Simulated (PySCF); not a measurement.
Isomers of CH10NSi3 (doublet state), one GFN2-xTB conformer each. Single-point energies are computed at B3LYP/pcH-1 (PySCF, gas phase, no added dispersion term), electronic only. GFN2-xTB treats the open shell by occupation alone, and not every SCF solution was tested for stability.

```json
{"SMILES": "N[SiH][SiH2]C[SiH3]", "GFN2-xTB relative energy (kcal/mol)": "0.0"}
{"SMILES": "N[SiH2][SiH2]C[SiH2]", "GFN2-xTB relative energy (kcal/mol)": "7.7"}
{"SMILES": "N[SiH2][SiH2][CH][SiH3]", "GFN2-xTB relative energy (kcal/mol)": "11.1"}
{"SMILES": "[NH][SiH2][SiH2]C[SiH3]", "GFN2-xTB relative energy (kcal/mol)": "4.9"}
```

Conformers: `[NH2:1][SiH:2][SiH2:3][CH2:4][SiH3:5]` (doublet state) with H–N1–Si2–Si3 52° and -166°, N1–Si2–Si3–C4 -56°, Si2–Si3–C4–Si5 -170°; `[NH2:1][SiH2:2][SiH2:3][CH2:4][SiH2:5]` (doublet state) with H–N1–Si2–Si3 47° and -175°, N1–Si2–Si3–C4 59°, Si2–Si3–C4–Si5 -63°, Si3–C4–Si5–H 174° and -59°; `[NH2:1][SiH2:2][SiH2:3][CH:4][SiH3:5]` (doublet state) with H–N1–Si2–Si3 42° and -176°, N1–Si2–Si3–C4 -55°, Si2–Si3–C4–Si5 78°; `[NH:1][SiH2:2][SiH2:3][CH2:4][SiH3:5]` (doublet state) with H–N1–Si2–Si3 93°, N1–Si2–Si3–C4 39°, Si2–Si3–C4–Si5 67°.

Q: What does B3LYP/pcH-1 give for the same structures?

A: 
| SMILES | B3LYP/pcH-1 E (Eh) | B3LYP/pcH-1 (kcal/mol) | GFN2-xTB (kcal/mol) | point group |
| --- | --- | --- | --- | --- |
| N[SiH][SiH2]C[SiH3] | -967.38709 | 0.0 | 0.0 | C1 |
| N[SiH2][SiH2]C[SiH2] | -967.37726 | 6.2 | 7.7 | C1 |
| N[SiH2][SiH2][CH][SiH3] | -967.36879 | 11.5 | 11.1 | C1 |
| [NH][SiH2][SiH2]C[SiH3] | -967.34714 | 25.1 | 4.9 | C1 |

Both levels put the same isomer lowest; measured from each level's own lowest isomer, the values differ by up to 20.2 kcal/mol ([NH][SiH2][SiH2]C[SiH3]: 4.9 against 25.1).
